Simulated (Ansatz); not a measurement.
CH8FNSi2, SMILES C([SiH2][SiH2]N)F.

The structure is a stationary point at PBE0-D3(BJ)/def2-SVP. This is a generated structure with no PubChem entry under its InChIKey; it may be hypothetical. One conformer was computed; it need not be the lowest.

Two levels are set side by side: PBE/def2-TZVPD (Ansatz, a program for electronic structure) and CAM-B3LYP/def2-TZVPD (Ansatz). Energy differences of separate SCF runs at the same geometry; the states with an electron removed or added have multiplicity 2 and 2. Differences are taken from unrounded values.

```csv
quantity,CAM-B3LYP
vertical ionisation energy (eV),9.08
vertical singlet–triplet gap (eV),5.08
```

Q: What does PBE give, and how far is it from CAM-B3LYP? (An estimate is asked for; the answer gives what the named calculation found.)

A: 
```json
[
 {"quantity": "vertical ionisation energy (eV)", "PBE": "8.63", "PBE minus CAM-B3LYP": "-0.45"},
 {"quantity": "vertical singlet–triplet gap (eV)", "PBE": "4.37", "PBE minus CAM-B3LYP": "-0.71"}
]
```
